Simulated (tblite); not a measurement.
C7H9OP.
SMILES with atom numbers: `[CH2:1]=[CH:2][C:3]1=[CH:4][P@:5]([CH3:6])(=[O:7])[CH:8]=[CH:9]1` (hydrogens: H10, H11 on C1; H12 on C2; H13 on C4; H14, H15, H16 on C6; H17 on C8; H18 on C9)

Geometry (GFN2-xTB, Å), atoms numbered from 1 in this order:
```
atom  x, y, z in Å
C1     3.2714    0.1279   -0.6678
C2     2.2789   -0.3429    0.0800
C3     0.8675   -0.3214   -0.2559
C4    -0.0969   -0.7710    0.5728
P5    -1.7218   -0.6093   -0.2109
C6    -2.5996    0.7609    0.6357
O7    -2.5385   -1.8203   -0.3599
C8    -0.9654    0.1090   -1.7008
C9     0.3555    0.1799   -1.5378
H10    3.1128    0.5888   -1.6275
H11    4.2946    0.0660   -0.3391
H12    2.5040   -0.7934    1.0388
H13    0.0725   -1.1886    1.5501
H14   -3.4892    0.9927    0.0526
H15   -1.9723    1.6408    0.7369
H16   -2.9071    0.3998    1.6154
H17   -1.5083    0.4229   -2.5755
H18    1.0330    0.5644   -2.2833
```

All values are computed: GFN2-xTB (tblite) harmonic vibrations without scaling, gas phase. The method is semi-empirical: single wavenumbers can be off by several per cent or more. One conformer, not necessarily the lowest.

Harmonic wavenumbers (cm⁻¹): 41.9, 95.9, 140.5, 161.6, 206.1, 245.3, 270.9, 315.7, 404.1, 425.8, 479.4, 515.5, 587.0, 671.0, 719.7, 740.0, 763.6, 783.1, 798.8, 842.6, 854.5, 884.8, 897.3, 897.6, 1005.1, 1008.0, 1079.4, 1095.2, 1219.6, 1262.6, 1295.2, 1299.8, 1335.4, 1411.8, 1417.7, 1430.3, 1553.0, 1621.6, 1664.3, 3004.5, 3007.6, 3041.8, 3054.3, 3092.9, 3107.5, 3110.1, 3113.3, 3135.8.

A = 3369, B = 840.7, C = 810.1 MHz; mass 140.039 u (most abundant isotopes); point group C1, symmetry number 1.

Question: Zero-point energy?

Answer: ½Σν̃ = 30055 cm⁻¹ = 85.93 kcal/mol.

Question: What is S at 298.15 K and 1 bar for an ideal gas of classical rigid rotors and harmonic oscillators?

Answer: Translation 40.75, rotation 29.33, vibration 27.29: S = 97.4 cal/(mol K).

Question: And Cp and H(298.15 K) − H(0)?

Answer: Cp = 38.82 cal/(mol K), of which vibrations give 30.87 (their classical limit is 48 R = 95.4); H(298.15 K) − H(0) = 6.81 kcal/mol without the zero-point energy, 4.44 from vibrations.

Question: Which modes carry the vibrational entropy at 298.15 K?

Answer: 41.9 cm⁻¹: 5.17; 95.9 cm⁻¹: 3.54; 140.5 cm⁻¹: 2.80; 161.6 cm⁻¹: 2.53; 206.1 cm⁻¹: 2.08; 245.3 cm⁻¹: 1.76 cal/(mol K); the other 42 give 9.41 together.

Question: What must be added to the electronic energy to get the Gibbs energy at 298.15 K and 1 bar?

Answer: ZPE + [H(298.15 K) − H(0)] − T·S = 85.93 + 6.81 − 29.03 = 63.71 kcal/mol.

Question: How do the functions run with temperature in this model?

Answer: 
| T (K) | S (cal/(mol K)) | Cp (cal/(mol K)) | H − H(0) (kcal/mol) | G − H(0) (kcal/mol) | ln q(vib) |
| --- | --- | --- | --- | --- | --- |
| 150 | 76.8 | 22.9 | 2.25 | -9.27 | 2.59 |
| 250 | 91.0 | 33.6 | 5.07 | -17.68 | 5.03 |
| 400 | 110.2 | 48.8 | 11.29 | -32.79 | 8.81 |
| 600 | 132.9 | 63.2 | 22.60 | -57.16 | 13.88 |
| 900 | 161.3 | 76.3 | 43.70 | -101.44 | 21.04 |

q(vib) and H(0) count from the zero-point level.

Hindered rotation and anharmonicity are outside this model. Other conformers, if any are populated, would add a mixing term that is left out. The structure is chiral; the term R ln 2 for an equal mix with its mirror image is left out.
